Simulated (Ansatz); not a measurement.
C$_{2}$H$_{6}$FIn (`[CH3][InH][CH2]F`). Total charge 0; spin multiplicity 1. Correlated methods include outer-core shells of In, which these sets cover unevenly. In takes the def2 core potential.

| atom | x (Å) | y (Å) | z (Å) |
| --- | --- | --- | --- |
| C1 | 0.3174 | -0.7313 | 1.7091 |
| In2 | 0.8189 | 0.0662 | -0.2223 |
| C3 | -0.7910 | 0.6855 | -1.5647 |
| F4 | -2.0397 | 0.4788 | -0.9787 |
| H5 | 0.7226 | -1.7398 | 1.8145 |
| H6 | 0.7576 | -0.1134 | 2.4944 |
| H7 | -0.7634 | -0.7635 | 1.8427 |
| H8 | 2.4537 | 0.2458 | -0.7712 |
| H9 | -0.7644 | 0.1239 | -2.5046 |
| H10 | -0.7116 | 1.7478 | -1.8193 |

Question: Give the diagnostics of a CCSD(T)/def2-TZVPP run (frozen core, Ansatz). (Best estimate.)

Answer: The calculation gave: T1 = 0.0124, largest single amplitude 0.023, largest double 0.028, (T) share of the correlation energy 3.2 %, 9 CCSD cycles. The RHF solution is stable towards an unrestricted one. T1 lies under the customary mark of 0.02 for closed shells.
